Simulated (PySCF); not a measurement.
Spinor energies of Hf⁶³⁺ (hafnium, charge +63)

Start: [He] 2s2 2p5; 2p1/2 filled at m_j = +1/2; 2p3/2 filled at m_j = -3/2, -1/2, +1/2, +3/2. Calculated with PySCF 2.14 in an even-tempered Gaussian basis (17 s from 47 bohr⁻², ratio 2.4; 13 p from 60 bohr⁻², ratio 2.4; 5 d from 210 bohr⁻², ratio 2.6; 4 f from 310 bohr⁻², ratio 2.6): generalised Hartree-Fock with the X2C-1e Hamiltonian and a Gaussian nucleus; one run each with spin-orbit coupling (SO) screened by Boettger's factors, then bare. This is a chosen level, not necessarily the ground level.

| spinor shell | electrons | ε, screened SO (eV) | ε, bare SO (eV) | weight of nominal j (bare SO) | rms radius, bare SO (bohr) |
| --- | --- | --- | --- | --- | --- |
| 1s1/2 | 2 | -71544.4 | -71544.7 | 1.000 | 0.0215 |
| 2s1/2 | 2 | -16697.6 | -16697.8 | 1.000 | 0.0849 |
| 2p1/2 | 1 | -16311.2 | -16341.7 | 1.000 | 0.0717 |
| 2p3/2 | 4 | -15036.2 | -15026.7 | 1.000 | 0.0787 |

| quantity | screened SO | bare SO |
| --- | --- | --- |
| E (hartree) | -9830.63343 | -9830.33334 |
| M_J | 1/2 | 1/2 |
| ⟨J²⟩ | 0.750 | 0.750 |
| ⟨L²⟩ | 2.015 | 2.016 |
| ⟨S²⟩ | 0.765 | 0.766 |

Each row is a mean over spinors that exchange with the open shell spreads, by up to 20.651 eV (2p3/2).

Breit and QED terms are absent; they matter most for the inner s and p1/2 levels.

Densities and radii are taken from the X2C orbitals without a picture-change correction, which distorts them close to the nucleus.
